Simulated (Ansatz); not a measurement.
Compare A (`C1CC[SiH2]C1`) with its isomer B (`CC/C=C/[SiH3]`).

Calculated with Ansatz (gas phase, PBE0-D4/def2-TZVP geometries, no zero-point term in ΔE). CCSD(T)/CBS adds triple-zeta CCSD(T) − MP2 to the extrapolated MP2 energy (def2 sets, frozen cores). DFT in def2-TZVPP. B3LYP here is the variant with VWN-RPA as its local correlation; programs differ in this. One conformer a species, not always the lowest.

A:

Z-matrix (Å, degrees):
```
C
C 1 1.536
C 1 1.529 2 108.6
H 1 1.094 2 111.9 3 -123.3
H 1 1.096 2 109.4 3 118.7
Si 2 1.890 1 103.1 3 -37.0
H 2 1.091 1 112.7 3 -161.0
H 2 1.095 1 110.2 3 79.5
C 3 1.536 1 108.6 2 50.9
H 3 1.096 1 108.8 2 -68.2
H 3 1.094 1 111.4 2 174.6
H 6 1.490 2 113.0 1 131.9
H 6 1.490 2 113.6 1 -105.1
H 9 1.095 3 110.2 1 79.4
H 9 1.091 3 112.7 1 -161.0
```

B:

```xyz
15

C    -2.2055   -0.9880   -0.0456
C    -1.2756   -0.1471    0.8226
C    -0.1060    0.3735    0.0563
C     1.1763    0.1273    0.3253
Si    2.5711    0.8010   -0.6928
H    -3.0736   -1.3272    0.5235
H    -2.5705   -0.4143   -0.9015
H    -1.6871   -1.8681   -0.4326
H    -0.9236   -0.7299    1.6786
H    -1.8394    0.7027    1.2274
H    -0.3557    0.9965   -0.8045
H     1.4022   -0.5014    1.1873
H     3.4770    1.6540    0.1255
H     2.0101    1.6165   -1.8035
H     3.4003   -0.2954   -1.2658
```

Q: Which isomer does CCSD(T)/CBS put lower? Give the gap. (Estimate.)

A: Computed: A, by 20.5 kcal/mol.

Q: Give E(B) − E(A) in kcal/mol with HF/def2-TZVPP, B3LYP-D4, CCSD/def2-TZVPP, r2SCAN-D4, CCSD(T)/def2-TZVPP, B2PLYP, B3LYP. (Estimate.)

A: Computed: HF/def2-TZVPP 13.6, B3LYP-D4 17.5, CCSD/def2-TZVPP 20.1, r2SCAN-D4 21.4, CCSD(T)/def2-TZVPP 20.1, B2PLYP 17.9, B3LYP 15.5. None reverses the order clearly.

Largest T1 diagnostic: 0.011.

In def2-TZVPP, CCSD(T) changes the Hartree–Fock value by +6.5 kcal/mol (the triples alone add +0.1 kcal/mol) and MP2 by +9.1 kcal/mol. The D4 term adds +2.0 kcal/mol with B3LYP and +1.0 kcal/mol with PBE0; it sums over pairs of atoms, weighted by their polarisabilities, and B3LYP, whose exchange is more repulsive, gets the larger term.
